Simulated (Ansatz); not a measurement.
The inner images of a band of ClFH7NO2SiTi (14 atoms, charge 0, multiplicity 1) are given out of order.

These are results of RKS PBE/def2-SVP in Ansatz, not measurements.

Image 0:

```xyz
14
Properties=species:S:1:pos:R:3
Ti -0.187 -0.328 0.231
O -0.534 -0.670 1.998
Si -1.501 -0.285 3.321
H -2.805 -1.031 3.238
H -0.779 -0.697 4.575
H -1.774 1.194 3.368
Cl 1.896 0.507 -0.218
F -1.234 1.032 -0.118
N -0.914 -1.520 -1.008
H -1.665 -1.298 -1.670
H -0.623 -2.501 -1.058
O 1.140 -2.237 0.637
H 1.010 -2.225 1.608
H 2.002 -1.786 0.497
```

Image 6:

```xyz
14
Properties=species:S:1:pos:R:3
Ti -0.145 -0.841 0.114
O 0.156 -0.448 2.434
Si -1.112 -0.008 3.494
H -2.223 -1.018 3.485
H -0.556 0.080 4.889
H -1.578 1.337 3.040
Cl 1.442 0.690 -0.266
F -1.812 -0.413 0.580
N -0.523 -1.362 -1.643
H -1.474 -1.528 -1.993
H 0.155 -1.411 -2.411
O 0.521 -2.393 0.850
H 0.652 -3.178 0.289
H 0.531 -1.352 2.537
```

Put them in order from the first end to the last, with their energies above the first end.
A.
```xyz
14
Properties=species:S:1:pos:R:3
Ti -0.189 -0.378 0.206
O -0.333 -0.580 2.062
Si -1.324 -0.075 3.327
H -2.655 -0.773 3.248
H -0.660 -0.447 4.626
H -1.534 1.413 3.287
Cl 1.477 0.910 -0.499
F -1.657 0.560 -0.018
N -0.669 -1.744 -1.015
H -1.524 -1.643 -1.575
H -0.011 -2.373 -1.490
O 1.307 -2.051 0.834
H 0.778 -2.854 0.654
H 1.028 -1.809 1.754
```
B.
```xyz
14
Properties=species:S:1:pos:R:3
Ti -0.244 -0.364 0.202
O -0.482 -0.678 2.000
Si -1.379 -0.119 3.308
H -2.770 -0.691 3.266
H -0.706 -0.569 4.578
H -1.453 1.384 3.307
Cl 1.587 0.828 -0.290
F -1.595 0.723 -0.088
N -0.772 -1.700 -1.017
H -1.623 -1.623 -1.584
H -0.150 -2.431 -1.379
O 1.279 -2.112 0.641
H 0.635 -2.747 1.014
H 1.705 -1.745 1.440
```
C.
```xyz
14
Properties=species:S:1:pos:R:3
Ti -0.043 -0.508 0.118
O -0.101 -0.566 2.215
Si -1.210 -0.122 3.412
H -2.506 -0.870 3.246
H -0.622 -0.464 4.753
H -1.457 1.354 3.324
Cl 1.483 0.909 -0.633
F -1.590 0.340 0.223
N -0.602 -1.625 -1.278
H -1.498 -1.483 -1.758
H -0.035 -2.335 -1.753
O 1.024 -2.041 0.889
H 0.673 -2.932 0.706
H 0.519 -1.500 1.937
```
D.
```xyz
14
Properties=species:S:1:pos:R:3
Ti -0.279 -0.373 0.217
O -0.593 -0.813 1.979
Si -1.413 -0.221 3.326
H -2.845 -0.681 3.297
H -0.749 -0.767 4.562
H -1.372 1.282 3.367
Cl 1.680 0.712 -0.130
F -1.509 0.846 -0.064
N -0.835 -1.594 -1.084
H -1.636 -1.456 -1.709
H -0.334 -2.467 -1.272
O 1.178 -2.197 0.601
H 0.759 -2.419 1.459
H 1.981 -1.696 0.851
```
E.
```xyz
14
Properties=species:S:1:pos:R:3
Ti -0.080 -0.702 0.082
O 0.140 -0.362 2.391
Si -1.150 -0.070 3.470
H -2.336 -0.953 3.196
H -0.656 -0.354 4.862
H -1.505 1.373 3.322
Cl 1.469 0.800 -0.485
F -1.696 -0.053 0.456
N -0.590 -1.511 -1.524
H -1.544 -1.443 -1.895
H 0.011 -2.043 -2.163
O 0.700 -2.196 0.868
H 0.729 -3.061 0.425
H 0.542 -1.268 2.398
```

D (+0.04 eV), B (+0.17 eV), A (+0.23 eV), C (+0.67 eV), E (+0.42 eV).

The run took 5.8 min on 4 threads of Arm Neoverse V2, on a shared host, peak memory 0.27 GiB.
